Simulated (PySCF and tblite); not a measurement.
C5H4N2, numbered as in [N:1]#[C:2][C@H:3]1[CH2:4][C@@H:5]1[C:6]#[N:7].

Level: PBE0-D3(BJ)/def2-TZVP//GFN2-xTB, thermal terms from GFN2-xTB, symmetry numbers and mirror pairs counted. Conformers within 2.5 kcal/mol (GFN2-xTB free energy) were kept, 6 at most. GIAO shieldings: PBE0/pcSseg-1. Shifts are against TMS (¹H), TMS (¹³C), NH3 (¹⁵N) at the same level. (PySCF 2.14, tblite 0.8.)

Problem. List the conformer-averaged shifts at 298.15 K.

Solution. ¹H: 1.67 (H3/H5, 2H), 1.42 (H4, 2H) ppm. ¹³C: 123.5 (C2/C6), 18.8 (C4), 7.5 (C3/C5) ppm. ¹⁵N: 299.1 (N1/N7) ppm.

Unscaled ¹⁵N shifts at such levels can be off by tens of ppm; differences between conformers or isomers are more reliable. Shifts are unscaled: against experiment ¹³C can be off by 15 ppm or more and ¹H by 0.8 ppm.


¹⁵N shifts are against a computed isolated NH3 molecule, about 20 ppm from the liquid.